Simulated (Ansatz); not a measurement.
[Ho(H2O)6]3+ (HoO6H12³⁺): single points at one geometry.

```yaml
crystal:
  periodic: [false, false, false]
  atoms:
    - {symbol: Ho, position_ang: [0.000984, 0.000189, 0.000248]}
    - {symbol: O, position_ang: [0.168135, 0.188707, 2.301494]}
    - {symbol: H, position_ang: [0.150196, 1.010773, 2.847844]}
    - {symbol: H, position_ang: [0.274081, -0.533911, 2.965754]}
    - {symbol: O, position_ang: [-0.166902, -0.186815, -2.300999]}
    - {symbol: H, position_ang: [-0.273622, 0.536438, -2.964476]}
    - {symbol: H, position_ang: [-0.148542, -1.008334, -2.848230]}
    - {symbol: O, position_ang: [2.303160, 0.165476, -0.177096]}
    - {symbol: H, position_ang: [2.963255, 0.276616, 0.548568]}
    - {symbol: H, position_ang: [2.854282, 0.141088, -0.995870]}
    - {symbol: O, position_ang: [-2.300852, -0.166911, 0.179999]}
    - {symbol: H, position_ang: [-2.850204, -0.150140, 1.000070]}
    - {symbol: H, position_ang: [-2.962373, -0.272138, -0.545196]}
    - {symbol: O, position_ang: [-0.182274, 2.301199, -0.175705]}
    - {symbol: H, position_ang: [-1.003763, 2.848656, -0.165333]}
    - {symbol: H, position_ang: [0.541878, 2.964082, -0.279948]}
    - {symbol: O, position_ang: [0.179616, -2.301346, 0.173038]}
    - {symbol: H, position_ang: [-0.546310, -2.962167, 0.278146]}
    - {symbol: H, position_ang: [0.999265, -2.851468, 0.157662]}
basis:
  gaussian: {orbitals: def2-TZVP, initial_orbitals: start.molden}
total_charge: 3
magnetization: {spin_polarized: true, initial_magnetization: 4}
hamiltonian: {xc: hse06, dispersion: d4}
scf: {omitted_lower_state_checks: [starts]}
output: {orbitals: {seedname: orbitals}}
```

The file start.molden holds the orbitals of an earlier run on this structure, at another level or in another basis.

```sh
$ ansatz run in.yaml --threads 4 --pin off --events-out ev --progress --plain --max-ram 6963MiB
```

Output, abridged:

```
Functional definition: HSE06
basis functions trapped inside cores are left out: 1
2238 factors; their error is unknown
141 factors; integrals over basis functions are off by at most 3.7e-7 eV
mean field evaluation 1: about -38252.2116 eV, gradient 6.0e-1 eV
mean field evaluation 2: about -38252.2123 eV, gradient 1.3e-3 eV
mean field evaluation 4: about -38252.2480 eV, gradient 6.4e-4 eV
mean field evaluation 8: about -38252.2480 eV, gradient 2.0e-5 eV
mean field -38252.24798134 eV, -1405.7441850093 hartree, gradient 9.2e-6 eV, S^2 6.003477; 0 other end points of the search recorded, 0 dependent functions left out
reference -38252.24803869 eV, -1405.7441871169 hartree; 50, 46 occupied and 300, 304 virtual orbitals, 2238 factors
Total energy: -38252.45986145 eV, -1405.7519714599 hartree
Checks for a lower state left out: starts
```

Run time 3.2 min (4 threads of Arm Neoverse V2 on a shared host), peak host memory 2.2 GiB.

First input, but with `hamiltonian: {xc: r2scan, dispersion: d4}`, `output: {forces: true, orbitals: {seedname: orbitals}}` (abridged; 2.1 min):

```
Functional definition: r2SCAN
basis functions trapped inside cores are left out: 1
mean field -38254.60460682 eV, -1405.8307893983 hartree, gradient 7.4e-6 eV, S^2 6.004632
Total energy: -38254.67832300 eV, -1405.8334984179 hartree
Atom 0 force     0.000065     0.000026     0.000094 eV/Å
Atom 1 force     0.044668     0.050357     0.612557 eV/Å
Atom 2 force     0.005122    -0.432338    -0.334202 eV/Å
Atom 3 force    -0.059076     0.372385    -0.396309 eV/Å
Atom 4 force    -0.044966    -0.050430    -0.614558 eV/Å
Atom 5 force     0.061138    -0.373847     0.396481 eV/Å
Atom 6 force    -0.006572     0.433599     0.335914 eV/Å
Atom 7 force     0.614050     0.043274    -0.048810 eV/Å
Atom 8 force    -0.394410    -0.062632    -0.375215 eV/Å
Atom 9 force    -0.337986     0.011334     0.431996 eV/Å
Atom 10 force    -0.612891    -0.045157     0.048455 eV/Å
Atom 11 force     0.335290    -0.004313    -0.430623 eV/Å
Atom 12 force     0.394402     0.057728     0.373755 eV/Å
Atom 13 force    -0.049989     0.613225    -0.049004 eV/Å
Atom 14 force     0.433564    -0.335005     0.000387 eV/Å
Atom 15 force    -0.373739    -0.396110     0.057675 eV/Å
Atom 16 force     0.047725    -0.614791     0.043842 eV/Å
Atom 17 force     0.376006     0.395355    -0.058167 eV/Å
Atom 18 force    -0.432402     0.337340     0.005731 eV/Å
Dipole moment:    -0.001027    -0.000399    -0.000857 e Å
Checks for a lower state left out: starts
```

Geometry: PBE-D4/def2-SVP.

In the def2 sets Ho takes a core potential; there is no spin–orbit coupling. HSE06 is defined as in plane-wave codes, on full-range PBE exchange. With an open 4f shell the SCF may have ended on a state above the lowest. No other spin state of charge 3 was run.
